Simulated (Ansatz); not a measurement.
`N[CH2][GeH3]` + `C[NH][InH2]` → `C[N]([GeH3])[InH2]` + CH₃NH₂ at 298.15 K and 1 bar (ligand exchange at a Ge–C bond).

Computed with Ansatz on PBE0-D4/def2-TZVP structures; ΔE is electronic, products minus reactants. CCSD(T)/CBS adds triple-zeta CCSD(T) − MP2 to the extrapolated MP2 energy (def2 sets, frozen cores). def2 core potentials past Kr. For Ge, In outer-core shells are correlated without core-valence functions, which leaves a few kJ/mol of doubt a bond. Scalar relativity is left out up to krypton. Each species was taken in one conformer, which may not be the lowest.

```json
{"species": "`N[CH2][GeH3]`", "CCSD(T)/CBS energy (Eh)": "-2173.05667", "H − E (kJ/mol)": "220.9", "S (J/(mol·K))": "308.3"}
{"species": "`C[NH][InH2]`", "CCSD(T)/CBS energy (Eh)": "-286.14916", "H − E (kJ/mol)": "189.4", "S (J/(mol·K))": "318.2"}
{"species": "`C[N]([GeH3])[InH2]`", "CCSD(T)/CBS energy (Eh)": "-2363.46641", "H − E (kJ/mol)": "230.5", "S (J/(mol·K))": "381.6"}
{"species": "CH₃NH₂", "CCSD(T)/CBS energy (Eh)": "-95.75281", "H − E (kJ/mol)": "180.0", "S (J/(mol·K))": "240.4"}
```

H − E and S are ideal-gas, rigid-rotor, harmonic terms from PBE0-D4/def2-TZVP, for one conformer and one mirror image of each species. 1 Eh = 2625.50 kJ/mol, R = 8.31446 J/(mol·K).

Problem. By hand: ΔE, ΔH, ΔS and ΔG.

Solution. ΔE = (-2363.46641) + (-95.75281) − (-2173.05667) − (-286.14916) = -0.01339 Eh = -35.2 kJ/mol. Δ(H − E) = 230.5 + 180.0 − 220.9 − 189.4 = 0.2, so ΔH = -35.0 kJ/mol. ΔS = 381.6 + 240.4 − 308.3 − 318.2 = -4.5 J/(mol·K). ΔG = -35.0 − 298.15 × (-4.5)/1000 = -33.7 kJ/mol.

Problem. By hand: the equilibrium constant, and the temperature at which ΔG would vanish if ΔH and ΔS stayed fixed.

Solution. log₁₀ K = −ΔG/(RT ln 10) = 5.9. ΔG = 0 at ΔH/ΔS = 7778 K, far beyond where these terms or the molecules hold.

The number of gas molecules stays the same, so ΔS is small and ΔH decides. A doubt of 5 kJ/mol in ΔE shifts log₁₀ K by 0.9 here. Other conformers and mirror images would add mixing entropy, several J/(mol·K) or more a flexible species. These are equilibria of isolated gas molecules and say nothing of rates. Largest T1 diagnostic: 0.016 (customary marks: 0.02 for closed shells, 0.045 for open ones).
